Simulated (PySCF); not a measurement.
A calculated (r2SCAN, PySCF 2.14, ANO-RCC-VTZP, the spin-free X2C one-electron Hamiltonian (Gaussian nucleus)) atom or ion has these occupied shells.

```tsv
shell	electrons	orbital energy (eV)	rms radius, mean of both spins (bohr)
1s α	1	-26542.7	0.0348
1s β	1	-26542.6	0.0348
2s α	1	-3970.1	0.143
2s β	1	-3969.8	0.143
2p α	3	-3563.3	0.127
2p β	3	-3563.1	0.127
3s α	1	-759.13	0.382
3s β	1	-758.99	0.382
3p α	3	-624.35	0.384
3p β	3	-624.17	0.384
3d α	5	-413.06	0.365
3d β	5	-412.76	0.365
4s α	1	-124.64	0.935
4s β	1	-123.26	0.935
4p α	3	-84.695	1.02
4p β	3	-83.311	1.02
4d α	5	-27.004	1.34
4d β	4	-25.771	1.34
5s α	1	-16.467	2.67
5p α	1	-10.203	3.32
```

Task: Name the element and its charge.

Result: Cd+ (cadmium, charge +1), in [Kr] 4d9 5s1 5p1, one real determinant (an excited configuration).
